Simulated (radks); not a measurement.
Task: All-electron atom: Se4+ in [Ar] 3d10 4s2. Method: scalar-relativistic Kohn-Sham, exchange-only PBE, spin-polarised, spherical densities, finite nucleus; Fermi nuclear charge, rms radius 4.14 fm; computed with a radial shooting solver on a logarithmic mesh with Libxc functionals. Some entries of the table are withheld. Estimate them.

orbital  occ.  eigenvalue (eV)  <r^2> (bohr^2)  <1/r> (bohr^-1)
1s          2        -12557.54        0.002616            34.56
2s          2        -1657.782         0.04527            7.632
2p          6        -1464.452         0.03584            7.476
3s          2        -263.2414          0.3788            2.490
3p          6        -202.7478             (1)            2.339
3d         10        -102.7947          0.4846            2.043
4s          2         -60.7948             (2)              (3)

Result: 
(1) 3p <r^2> (bohr^2): 0.4064
(2) 4s <r^2> (bohr^2): 2.881
(3) 4s <1/r> (bohr^-1): 0.8321
